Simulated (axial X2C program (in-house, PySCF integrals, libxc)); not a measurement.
## How long does SrI⁻ take?

A bond scan computed with an in-house all-electron X2C program for linear molecules (integrals from PySCF). Basis: I dyall-acv3z [12s13p9d5f1g], Sr dyall-acv3z [14s13p9d6f1g] (cores contracted in-house).

Input:
```json
{"zs": [53, 38], "q": -1, "bas": ["dyall-acv3z", "dyall-acv3z"], "levels": ["PBE0", "HF", "PW91"], "cc": true, "r0": 3.18, "thr": -1.0, "nmax": 90, "npts": 10, "nst": 2, "ntry": 6}
```
```bash
python so2c.py task.json out
```

Keys: zs atomic numbers; q charge; bas basis sets; levels methods; cc coupled cluster on or off; r0 starting distance in Å; thr threshold in hartree for freezing inner shells (an s shell follows its p shell); nmax most natural virtual spinors; npts points on the curve; nst determinants followed; ntry starts of the search. HF also brings MP2.

Hardware: 1 thread of Arm Neoverse V1 (shared host).

Wall time of one point of each curve, integrals apart:

```
Hamiltonian                                level  points  seconds a point
  spin-free                                 PBE0      10             0.78
  spin-free                                   HF      10             0.51
  spin-free  CCSD(T) (10 electrons, 90 virtuals)       7              4.1
  spin-free                                 PW91      10             0.48
         2c                                 PBE0      10              1.2
         2c                                   HF      10             0.92
         2c  CCSD(T) (10 electrons, 90 virtuals)       7              4.8
         2c                                 PW91      10             0.53
```

The rest:

Search with its distance optimisation 38 s, atoms 26 s, whole task 210 s. Coupled cluster runs on the points near the minimum only. The program drops outer points, and coupled cluster, when its time limit (not in the input) nears; MP2, further determinants and curves that did not converge are not in the table.
